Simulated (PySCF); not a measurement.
CH8AlNO2Si. Atoms are numbered in the order given.

```xyz
14

Si     0.6058    -2.0165     0.0000
N     -0.4326    -0.6259     0.0000
C     -1.8726    -0.8790     0.0000
Al     0.1590     1.0610     0.0000
O      1.7972     1.5035     0.0000
O     -1.0418     2.2614     0.0000
H      0.3971    -2.8839     1.2050
H      2.0194    -1.5230     0.0000
H      0.3971    -2.8839    -1.2050
H     -2.4367     0.0660     0.0000
H     -2.1922    -1.4517    -0.8903
H     -2.1922    -1.4517     0.8903
H      2.5412     0.9006     0.0000
H     -0.8618     3.2019     0.0000
```
Charge 0, spin multiplicity 1.

The structure is a stationary point at PBE0-D3(BJ)/def2-SVP. The structure was generated by enumeration; whether it is a known compound was not checked. Other conformers were not sampled.

Vertical ionisation energy (IE) and electron affinity (EA) in eV. Rows of orbital energies are one-electron estimates. Where ΔSCF, EOM or ADC give a negative EA the extra electron is unbound and the value depends on the basis.

```json
[
 {"level": "−ε(HOMO), −ε(LUMO), CAM-B3LYP/def2-TZVP (PySCF)", "IE": "8.43", "EA": "-0.47"},
 {"level": "−ε(HOMO), −ε(LUMO), PBE/def2-TZVP (PySCF)", "IE": "[?]", "EA": "[?]"}
]
```

Question: Fill in the missing entries. (Estimate from the structure and the level; the computed values follow.)

Answer: 
- −ε(HOMO), −ε(LUMO), PBE/def2-TZVP (PySCF), IE: 5.76
- −ε(HOMO), −ε(LUMO), PBE/def2-TZVP (PySCF), EA: 1.27
